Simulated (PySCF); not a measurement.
Two-component Hartree-Fock for Os⁺ (osmium, charge +1)

Start: [Xe] 4f14 5d5 6s1 6p1; 5d5/2 filled at m_j = -3/2, -1/2, +1/2, +3/2, +5/2; 6s1/2 filled at m_j = +1/2; 6p3/2 filled at m_j = +3/2. Calculated with PySCF 2.14 in x2c-SVPall-2c with one added diffuse shell each of s, d type (8s9p10d2f, 99 functions): generalised Hartree-Fock with the X2C-1e Hamiltonian and a Gaussian nucleus; one run each with spin-orbit coupling (SO) switched off, then screened by Boettger's factors. This is a chosen level, not necessarily the ground level.

```tsv
spinor shell	electrons	ε, spin-free (eV)	ε, screened SO (eV)	weight of nominal j (screened SO)	rms radius, screened SO (bohr)
1s1/2	2	-74288.9	-74264.2	1.000	0.0201
2s1/2	2	-13095.8	-13088.1	1.000	0.0809
2p1/2	2	-11412.4	-12509.9	1.000	0.0687
2p3/2	4	-11412.4	-10972.7	1.000	0.0764
3s1/2	2	-3123.3	-3120.7	1.000	0.207
3p1/2	2	-2620.7	-2862.6	1.000	0.198
3p3/2	4	-2620.7	-2521.8	1.000	0.214
3d3/2	4	-2051.5	-2093.3	1.000	0.189
3d5/2	6	-2051.5	-2020.9	1.000	0.192
4s1/2	2	-704.38	-703.52	1.000	0.459
4p1/2	2	-536.56	-593.84	1.000	0.466
4p3/2	4	-536.56	-512.89	1.000	0.499
4d3/2	4	-323.79	-332.41	0.999	0.520
4d5/2	6	-323.79	-317.12	0.999	0.531
5s1/2	2	-121.54	-121.36	1.000	1.08
5p1/2	2	-75.278	-85.751	0.905	1.23
4f5/2	6	-85.072	-86.335	0.976	0.610
4f7/2	8	-85.072	-83.379	0.982	0.610
5p3/2	4	-75.278	-70.623	0.953	1.26
5d5/2	5	-26.236	-26.181	0.510	1.78
6s1/2	1	-20.040	-19.989	0.999	2.89
6p3/2	1	-11.783	-11.574	1.000	3.90
```

```tsv
quantity	spin-free	screened SO
E (hartree)	-17239.82032	-17262.28638
M_J	9/2	9/2
⟨J²⟩	24.756	24.759
⟨L²⟩	2.004	2.383
⟨S²⟩	15.752	15.408
```

Each row is a mean over spinors that exchange with the open shell spreads, by up to 9.737 eV (5p3/2).

Rows whose weight is well below 1 are mixtures of j = l ± 1/2: exchange outweighs spin-orbit coupling there, and the label is only the starting occupation.

Breit and QED terms are absent; they matter most for the inner s and p1/2 levels.

Densities and radii are taken from the X2C orbitals without a picture-change correction, which distorts them close to the nucleus.

Without spin-orbit coupling the j labels of p, d and f shells carry no meaning; the spin-free column gives the mean over the occupied spinors of each nl shell.
